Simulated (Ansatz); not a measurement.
Correlation energies of ClFMoO₂ (`[O]=[Mo](=[O])([F])[Cl]`) by basis set

Cartesian coordinates in Å:
```
O 0.097 -0.816 -1.489
Mo -0.048 -0.082 -0.005
O -1.676 0.122 0.267
F 0.680 -1.149 1.300
Cl 0.946 1.926 -0.073
```

Total charge 0; spin multiplicity 1. Correlated methods include outer-core shells of Mo, which these sets cover unevenly. Mo takes the def2 core potential. The structure was optimised at the PBE0-D4/def2-TZVP level. Frozen core, restricted reference, the Gaussian-basis code of Ansatz.

| basis | HF (Eh) | MP2 corr. |
| --- | --- | --- |
| def2-SVP | -775.91193 | -1.17189 |
| def2-TZVPP | -776.43048 | -1.54056 |
| def2-QZVPP | -776.46047 | -1.66698 |

Estimate the CCSD correlation energy and the (T) correction in each basis where they were run (hartree).


| basis | CCSD corr. | (T) |
| --- | --- | --- |
| def2-SVP | -1.08901 | -0.05904 |
| def2-TZVPP | -1.45185 | -0.08922 |
| def2-QZVPP | -1.57111 | -0.09887 |
